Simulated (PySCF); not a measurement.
Compound: C4H8OSi.
Cartesian coordinates in Å at the PBE0-D3(BJ)/def2-SVP level; atoms count from 1:
```xyz
14
C4H8OSi angstrom
C     -3.604    0.097    0.660
C     -2.528   -0.409    0.426
C     -1.207   -0.946    0.164
Si     0.105    0.360    0.521
O      1.567   -0.372    0.210
C      2.816    0.240    0.360
H     -4.564    0.534    0.864
H     -1.110   -1.272   -0.885
H     -1.001   -1.826    0.797
H      0.020    0.795    1.949
H     -0.093    1.551   -0.362
H      2.939    1.104   -0.319
H      2.986    0.592    1.395
H      3.602   -0.493    0.119
```

Method: PySCF 2.14.0, PBE0-D3(BJ)/def2-SVP geometry optimisation, gas phase.

Take the most abundant isotopes and a rigid rotor. The values belong to one conformer with, in the numbering `[CH:1]#[C:2][CH2:3][SiH2:4][O:5][CH3:6]`, C2–C3–Si4–O5 179°, C3–Si4–O5–C6 -179°.

Q: What are A, B and C (GHz)?

A: Ia = 36.23, Ib = 441.50, Ic = 465.34 u·Å²; 505379 MHz·u·Å²/I gives 13950, 1145 and 1086 MHz, that is A = 13.950, B = 1.1447, C = 1.0860 GHz.

Q: Classify the top.

A: A near-prolate asymmetric top; Ray's κ = -0.991.

Q: Is it planar, by Δ = Ic − Ia − Ib?

A: Not planar: Δ = Ic − Ia − Ib = -12.39 u·Å². For a rigid frame Δ = −2 Σ m c², so Σ m c² = 6.19 u·Å² lies off the ab plane: 6.18 from hydrogen and 0.01 from heavier atoms. The atom farthest from that plane is 1.23 Å away.

Q: Which types of transition are allowed, and where do some lines up to J = 5 fall?

A: The dipole components are |μa| = 1.16 D, |μb| = 0.31 D, |μc| = 0.00 D. The squared components, which scale the intensities, stand as 1.00 : 0.07 : 0.00 (a : b : c). Some of the stronger lines:

| type | branch | J(Ka,Kc) | MHz | lower level (cm⁻¹) |
| --- | --- | --- | --- | --- |
| a | Q | 3(1,2) ← 3(1,3) | 352 | 0.869 |
| a | Q | 5(1,4) ← 5(1,5) | 880 | 1.530 |
| a | R | 1(0,1) ← 0(0,0) | 2231 | 0.000 |
| a | R | 2(1,2) ← 1(1,1) | 4403 | 0.502 |
| a | R | 2(0,2) ← 1(0,1) | 4461 | 0.074 |
| a | R | 2(1,1) ← 1(1,0) | 4520 | 0.504 |
| a | R | 3(0,3) ← 2(0,2) | 6691 | 0.223 |
| a | R | 3(2,2) ← 2(2,1) | 6692 | 1.936 |
| a | R | 3(2,1) ← 2(2,0) | 6693 | 1.936 |
| a | R | 3(1,2) ← 2(1,1) | 6780 | 0.654 |
| a | R | 4(1,4) ← 3(1,3) | 8805 | 0.869 |
| a | R | 4(2,3) ← 3(2,2) | 8923 | 2.159 |
| a | R | 4(3,2) ← 3(3,1) | 8923 | 4.300 |
| a | R | 4(3,1) ← 3(3,0) | 8923 | 4.300 |
| a | R | 4(1,3) ← 3(1,2) | 9040 | 0.880 |
| a | R | 5(1,5) ← 4(1,4) | 11006 | 1.162 |
| a | R | 5(0,5) ← 4(0,4) | 11150 | 0.744 |
| a | R | 5(2,4) ← 4(2,3) | 11153 | 2.457 |
| a | R | 5(4,2) ← 4(4,1) | 11154 | 7.594 |
| a | R | 5(4,1) ← 4(4,0) | 11154 | 7.594 |
| a | R | 5(3,3) ← 4(3,2) | 11154 | 4.597 |
| a | R | 5(2,3) ← 4(2,2) | 11157 | 2.457 |
| a | R | 5(1,4) ← 4(1,3) | 11299 | 1.182 |

Stationary, but not proved a minimum. Zero-point vibration and centrifugal distortion are left out. A rigid rotor knows nothing of internal rotation, which can split or shift real lines.
